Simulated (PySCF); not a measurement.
C5H6O2, SMILES C1=COC=COC1.

Coordinates come from a PBE-D3(BJ)/def2-SVP optimisation. The values are those of a single conformer.

The numbers are results of PySCF 2.14.0 with PBE-D3(BJ)/def2-SVP, not measurements.

No scaling factor is applied to the harmonic values.

Problem. Estimate the vibrational spectrum. (Estimate from the structure and the level; the computed values follow.)

Solution. 
| mode | ν (cm⁻¹) | IR (km/mol) | moving atoms (share of kinetic energy) |
|---|---|---|---|
| 1 | 98 | 4.1 | H 41 %, C 37 %, O 22 % |
| 2 | 145 | 4.4 | O 50 %, C 32 %, H 19 % |
| 3 | 374 | 1.4 | C 48 %, O 46 % |
| 4 | 396 | 11.6 | C 59 %, H 26 %, O 15 % |
| 5 | 460 | 6.1 | C 69 %, O 16 %, H 16 % |
| 6 | 523 | 3.6 | C 67 %, O 21 %, H 13 % |
| 7 | 685 | 10.9 | H 75 %, C 21 % |
| 8 | 728 | 42.3 | H 70 %, C 24 % |
| 9 | 771 | 3.6 | C 47 %, O 35 %, H 17 % |
| 10 | 836 | 13.2 | H 54 %, C 31 %, O 14 % |
| 11 | 859 | 16.6 | H 40 %, C 39 %, O 21 % |
| 12 | 883 | 31.4 | C 63 %, H 20 %, O 18 % |
| 13 | 897 | 1.2 | H 76 %, C 23 % |
| 14 | 937 | 3.0 | C 55 %, H 27 %, O 18 % |
| 15 | 952 | 10.3 | C 67 %, H 24 %, O 9 % |
| 16 | 980 | 5.2 | C 48 %, H 47 % |
| 17 | 1137 | 60.0 | H 61 %, C 23 %, O 16 % |
| 18 | 1153 | 61.8 | C 44 %, H 30 %, O 25 % |
| 19 | 1222 | 1.6 | H 87 %, C 10 % |
| 20 | 1269 | 18.7 | H 66 %, C 23 %, O 11 % |
| 21 | 1328 | 2.4 | H 85 %, O 9 % |
| 22 | 1358 | 91.2 | H 64 %, O 27 %, C 9 % |
| 23 | 1370 | 29.3 | H 58 %, C 37 % |
| 24 | 1387 | 18.4 | H 71 %, C 26 % |
| 25 | 1415 | 15.7 | H 82 %, C 13 % |
| 26 | 1682 | 6.1 | C 91 % |
| 27 | 1712 | 184.1 | C 91 % |
| 28 | 2926 | 33.5 | H 93 % |
| 29 | 3028 | 19.7 | H 91 %, C 9 % |
| 30 | 3112 | 0.9 | H 92 % |
| 31 | 3115 | 4.5 | H 92 %, C 8 % |
| 32 | 3138 | 10.1 | H 91 %, C 9 % |
| 33 | 3160 | 6.4 | H 91 %, C 9 % |
